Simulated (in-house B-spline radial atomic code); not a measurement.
Checks on a self-consistent run for Tl2+, [Kr] 4d10 4f14 5s2 5p5 5d10 6s1 7g1. Method: Dirac-Hartree-Fock, average of configuration, Fermi nucleus of rms radius 5.4759 fm. Calculated with a radial B-spline atomic code at the basis-set limit.

```tsv
orbital	q	ε (Eh)	<1/r>	<r²>	small-component weight
1s1/2	2	-3165.53666	99.3526	0.000368935	0.095159
2s1/2	2	-570.17164	24.5331	0.00554456	0.021925
2p1/2	2	-546.28089	24.444	0.00392179	0.02197
2p3/2	4	-470.24563	19.6776	0.00510176	0.019406
3s1/2	2	-139.67742	9.01279	0.0358669	0.0073775
3p1/2	2	-128.96547	8.91026	0.0327232	0.0073067
3p3/2	4	-111.84130	7.67117	0.0390334	0.0065739
3d3/2	4	-94.40129	7.55139	0.0299237	0.0064306
3d5/2	6	-90.77758	7.27268	0.0316396	0.0062315
4s1/2	2	-33.59786	3.80325	0.17294	0.0024978
4p1/2	2	-28.94766	3.68903	0.176432	0.002399
4p3/2	4	-24.73062	3.27944	0.206675	0.0021406
4d3/2	4	-17.15310	3.08077	0.21558	0.0019399
4d5/2	6	-16.35657	2.98364	0.226311	0.0018669
4f5/2	6	-6.49703	2.63151	0.25474	0.0014977
4f7/2	8	-6.32144	2.59431	0.261569	0.0014678
5s1/2	2	-6.80533	1.54467	0.876869	0.00063125
5p1/2	1.6667	-5.22457	1.42928	1.00855	0.00055601
5p3/2	3.3333	-4.44870	1.28585	1.19467	0.0004791
5d3/2	4	-2.04963	1.02195	1.86364	0.00031389
5d5/2	6	-1.95351	0.984891	1.98965	0.00029396
6s1/2	1	-1.41623	0.590195	5.30175	0.00011653
7g7/2	0.44444	-0.09195	0.0614974	504.541	2.4674e-06
7g9/2	0.55556	-0.09195	0.0615046	504.495	2.468e-06
```

Electron-electron repulsion V_ee = 7379.2830 hartree.

Task: What total energy follows from the eigenvalues?

Result: The eigenvalues count the repulsion twice, so E = Σqε - V_ee = -12890.777 - 7379.283 = -20270.060 hartree; the run printed -20270.060.

Task: Does the Dirac virial theorem hold?

Result: For a point nucleus E = -2c²Σq·w, with w the small-component weight. Here Σq·w = 0.53948 and c = 137.0360, so the ratio E/(-2c²Σq·w) is 1.000417; the finite nucleus accounts for the departure from 1.

Task: What diamagnetic shielding (Lamb formula) and susceptibility (Langevin formula) do the radii give?

Result: σ = (α²/3)Σq<1/r> = 631.02/(3·137.036²) = 11201 ppm, and χ = -0.79199×10⁻⁶·Σq<r²> = -431.3×10⁻⁶ cm³/mol with Σq<r²> = 544.64 bohr². Both are non-relativistic formulas without the paramagnetism of open shells; for so heavy an element the full relativistic shielding is larger by tens of per cent.
